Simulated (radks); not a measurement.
Values are calculated unless marked as measured or tabulated.
Pb2+, configuration [Hg]. Level of theory: Dirac Kohn-Sham, PBEsol, spin-unpolarised, spherical densities, finite nucleus; Fermi nuclear charge, rms radius 5.5012 fm (a radial shooting solver on a logarithmic mesh with Libxc functionals).

Unscreened Slater integrals over Kohn-Sham orbitals (eV). Large and small components are both included.

integral,value
"F0(6s1/2,6s1/2)",11.291
"F0(6s1/2,5d5/2)",13.277
"G2(6s1/2,5d5/2)",3.0061
"F0(6s1/2,5d3/2)",13.369
"G2(6s1/2,5d3/2)",2.7448
"F0(6s1/2,5p3/2)",13.864
"G1(6s1/2,5p3/2)",1.1831
"F0(5d5/2,5d5/2)",18.731
"F2(5d5/2,5d5/2)",9.7573
"F4(5d5/2,5d5/2)",6.4986
"F0(5d5/2,5d3/2)",19.055
"F2(5d5/2,5d3/2)",9.9213
"G2(5d5/2,5d3/2)",9.9045
"G4(5d5/2,5d3/2)",6.6017
"F0(5d5/2,5p3/2)",20.963
"F2(5d5/2,5p3/2)",10.587
"G1(5d5/2,5p3/2)",12.984
"G3(5d5/2,5p3/2)",8.0654
"F0(5d3/2,5d3/2)",19.399
"F2(5d3/2,5d3/2)",10.115
"F0(5d3/2,5p3/2)",21.438
"F2(5d3/2,5p3/2)",10.971
"G1(5d3/2,5p3/2)",13.660
"G3(5d3/2,5p3/2)",8.4898
"F0(5p3/2,5p3/2)",24.354
"F2(5p3/2,5p3/2)",13.119
